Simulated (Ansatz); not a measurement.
Correlation energies of IIn (`[In][I]`) by basis set

```xyz
2

In    1.126   -0.774   -0.231
I    -1.126    0.774    0.231
```

The species carries charge 0 and has multiplicity 1. Correlated methods include outer-core shells of I, In, which these sets cover unevenly. In, I: def2 effective core potential. All single points use the PBE0-D4/def2-TZVP geometry. Frozen core, restricted reference, Ansatz 0.2.0.

```csv
basis,HF (Eh),MP2 corr.,CCSD corr.,(T),CCSD(T) total
def2-SVP,-485.95115,?,-0.19741,-0.00579,?
def2-TZVPP,?,-0.75872,-0.72267,?,?
def2-QZVPP,-485.96654,-1.11898,-1.03667,?,?
```

Task: Fill in the withheld values. (An estimate is asked.)

Result: Ansatz gave: def2-SVP MP2 corr.: -0.17944; def2-SVP CCSD(T) total: -486.15435; def2-TZVPP HF (Eh): -485.96482; def2-TZVPP (T): -0.01798; def2-TZVPP CCSD(T) total: -486.70547; def2-QZVPP (T): -0.02794; def2-QZVPP CCSD(T) total: -487.03115.
